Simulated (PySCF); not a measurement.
Compound: SbMe2Br, C2H6BrSb.
Bonds: Sb1–C2, Sb1–C6, Sb1–Br10. Hydrogens: H3, H4, H5 on C2; H7, H8, H9 on C6.

Computed by this run: PBE0-D3(BJ)/def2-SVP geometry optimisation, gas phase, def2 core potentials past Kr (PySCF); density fitting, grid level 1; the optimiser is geomeTRIC in internal coordinates, started from a GFN2-xTB structure with every atom displaced at random (about 0.03 Å).

Step 1: E = -78736.4894 eV
```
atom  x, y, z in Å  |  force x, y, z in eV/Å
Sb1    -0.2978   -0.5326    1.1920    0.258  -0.456   0.006
C2      1.5153   -0.5150   -0.0144    0.125   0.065   0.124
H3      1.2583   -0.6517   -1.0721   -0.058  -0.012  -0.053
H4      2.2104   -1.3051    0.2985   -0.076  -0.112   0.016
H5      2.0390    0.4483    0.1124   -0.156   0.016   0.013
C6     -1.1865    1.0313    0.0408   -0.025   0.133   0.031
H7     -2.2622    1.0746    0.2587    0.011   0.064  -0.137
H8     -0.9923    0.8077   -1.0147   -0.150   0.128  -0.099
H9     -0.7051    1.9780    0.3310   -0.057   0.045  -0.077
Br10   -1.4545   -2.4121   -0.1275    0.130   0.129   0.176
```

Step 2: E = -78736.5094 eV
```
atom  x, y, z in Å  |  force x, y, z in eV/Å
Sb1    -0.2749   -0.5549    1.1881   -0.093   0.110  -0.142
C2      1.5282   -0.5332   -0.0125    0.045   0.134   0.002
H3      1.2655   -0.6618   -1.0704   -0.023   0.008  -0.040
H4      2.2096   -1.3346    0.2955    0.014  -0.092   0.032
H5      2.0382    0.4358    0.1273   -0.078  -0.058  -0.014
C6     -1.1979    1.0512    0.0367    0.030  -0.169   0.177
H7     -2.2768    1.0957    0.2531    0.103  -0.010  -0.048
H8     -1.0293    0.8617   -1.0305   -0.049   0.013  -0.064
H9     -0.7266    2.0024    0.3269   -0.004   0.018  -0.007
Br10   -1.4113   -2.4390   -0.1097    0.055   0.045   0.105
```

Step 3: E = -78736.5129 eV
```
atom  x, y, z in Å  |  force x, y, z in eV/Å
Sb1    -0.2738   -0.5506    1.1810   -0.037   0.117   0.046
C2      1.5253   -0.5331   -0.0146    0.035  -0.003  -0.046
H3      1.2615   -0.6505   -1.0750    0.001   0.005   0.003
H4      2.1947   -1.3482    0.2924   -0.001   0.010  -0.013
H5      2.0311    0.4336    0.1375    0.013  -0.025  -0.015
C6     -1.1919    1.0475    0.0364   -0.013  -0.059   0.002
H7     -2.2700    1.0904    0.2467    0.027  -0.005  -0.001
H8     -1.0322    0.8742   -1.0366   -0.010  -0.008  -0.011
H9     -0.7270    2.0009    0.3310   -0.002   0.005  -0.004
Br10   -1.3930   -2.4410   -0.0941   -0.014  -0.037   0.039
```

**Question.** Estimate the geometry and energy of step 4. (The exact step hangs on the optimiser's Hessian estimate; all steps are aligned on step 3, rigid shifts and turns removed.)

**Answer.** E = -78736.5095 eV, largest force 0.220 eV/Å
```
atom  x, y, z in Å  |  force x, y, z in eV/Å
Sb1    -0.2721   -0.5369    1.1756    0.089   0.073   0.160
C2      1.5299   -0.5351   -0.0187   -0.084  -0.125  -0.051
H3      1.2669   -0.6232   -1.0831    0.008  -0.009   0.041
H4      2.1732   -1.3770    0.2774    0.000   0.078  -0.032
H5      2.0452    0.4184    0.1594    0.112   0.024  -0.005
C6     -1.1917    1.0449    0.0332   -0.055   0.080  -0.198
H7     -2.2695    1.0793    0.2333   -0.072  -0.016   0.067
H8     -1.0402    0.8968   -1.0468    0.047  -0.052   0.059
H9     -0.7427    2.0034    0.3376    0.002  -0.016  -0.002
Br10   -1.3746   -2.4474   -0.0633   -0.046  -0.038  -0.039
```

The energy changes by +0.0033 eV. The first-order estimate −F·Δx gives -0.0034 eV and the mean of the old and new forces, exact on a quadratic surface, +0.0009 eV. The step makes an angle of 76° with the force vector and moves no atom by more than 0.039 Å. The energy falls at the start of this step and ends higher, so the step passed the lowest point of its straight line.

The cost below is that of the whole optimisation. On one thread, Arm Neoverse V2 (aarch64), no GPU, shared host, this took 66 s of wall time and 0.47 GiB of memory at its peak.
